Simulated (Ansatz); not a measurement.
`C[O][Sb]([SiH3])[Cl]` + H–F → `C[O][Sb]([F])[SiH3]` + HCl  (ligand exchange at the Sb–Cl bond)

Program: Ansatz. Geometries: PBE0-D4/def2-TZVP. ΔE: electronic, gas phase. CCSD(T)/CBS is the MP2 limit (def2-TZVPP, def2-QZVPP) plus CCSD(T) − MP2 in def2-TZVPP, frozen cores. This one scheme is used for every species. Elements past krypton have def2 core potentials. For Sb outer-core shells are correlated without core-valence functions, which leaves a few kJ/mol of doubt a bond. One conformer a species, not always the lowest.

```json
{"species": "`C[O][Sb]([SiH3])[Cl]`", "CCSD/def2-SVP energy (Eh)": "-1104.34726"}
{"species": "H–F", "CCSD/def2-SVP energy (Eh)": "-100.13731"}
{"species": "`C[O][Sb]([F])[SiH3]`", "CCSD/def2-SVP energy (Eh)": "-744.37460"}
{"species": "HCl", "CCSD/def2-SVP energy (Eh)": "-460.09995"}
```

Q: Work out ΔE.

A: ΔE = (-744.37460) + (-460.09995) − (-1104.34726) − (-100.13731) = 0.01002 Eh = +26.3 kJ/mol. CCSD(T)/CBS gives +34.8 kJ/mol.

Largest T1 diagnostic among the species: 0.015.

The D4 term adds +8.3 kJ/mol with B3LYP and +4.5 kJ/mol with PBE0; it sums over pairs of atoms, weighted by their polarisabilities, and B3LYP, whose exchange is more repulsive, gets the larger term. In def2-TZVPP, CCSD(T) changes the Hartree–Fock value by +5.3 kJ/mol (the triples alone add +1.3 kJ/mol) and MP2 by +14.0 kJ/mol. From PBE to PBE0 (25 % exact exchange), in def2-TZVPP and without D4, ΔE moves by +6.6 kJ/mol.

B3LYP here is the variant with VWN-RPA as its local correlation; programs differ in this.
